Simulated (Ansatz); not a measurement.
Species: MoH$_{5}$, net charge 0, doublet state. The spin state was set by rule; other spins were not relaxed. SMILES: [MoH5]
Geometry: optimised at B3LYP-D3(BJ)/def2-TZVP (Ansatz, an electronic-structure program).

Quantity: vertical ionisation energy (to the singlet state of charge +1; each state is the SCF solution reached for its spin; for the singlet T1 is 0.039), in eV. Valence correlation only, unless marked. Open shells are spin-unrestricted. Spin-orbit coupling is left out. Frozen are the shells of the preceding noble gas and the d and f shells that filled before the atom's block. In def2 rows, elements after Kr have scalar-relativistic effective core potentials. CBS marks a two-point X^-3 extrapolation of the correlation energy; Hartree-Fock from the larger set. [CCSD(T)-MP2]/basis is that difference in the basis named.

| level | program | vertical ionisation energy (eV) | minus last row |
|---|---|---|---|
| r2SCAN/def2-TZVPD | Ansatz | 9.06 | 0.03 |
| PBE0/def2-TZVPD | Ansatz | 9.05 | 0.02 |
| BHLYP/def2-TZVPD | Ansatz | 9.08 | 0.05 |
| CAM-B3LYP/def2-TZVPD | Ansatz | 9.12 | 0.09 |
| wB97X-V/def2-TZVPD | Ansatz | 8.99 | -0.04 |
| B2PLYP/def2-TZVPD | Ansatz | 8.98 | -0.05 |
| MP2/def2-SVPD | Ansatz | 8.86 | -0.17 |
| RI-MP2/def2-TZVPPD | Ansatz | 8.92 | -0.11 |
| SCS-MP2/def2-SVPD | Ansatz | 8.70 | -0.33 |
| SCS-MP2/def2-TZVPPD | Ansatz | 8.74 | -0.29 |
| CCSD/def2-SVPD | Ansatz | 8.87 | -0.16 |
| CCSD/def2-TZVPPD | Ansatz | 8.95 | -0.08 |
| CCSD(T)/def2-SVPD | Ansatz | 8.88 | -0.15 |
| RI-MP2/CBS(def2-TZVPPD,def2-QZVPPD)+[CCSD(T)-MP2]/def2-SVPD | Ansatz | 9.01 | -0.02 |
| RI-MP2/CBS(def2-TZVPPD,def2-QZVPPD)+[CCSD(T)-MP2]/def2-TZVPPD | Ansatz | 9.03 | 0.00 |
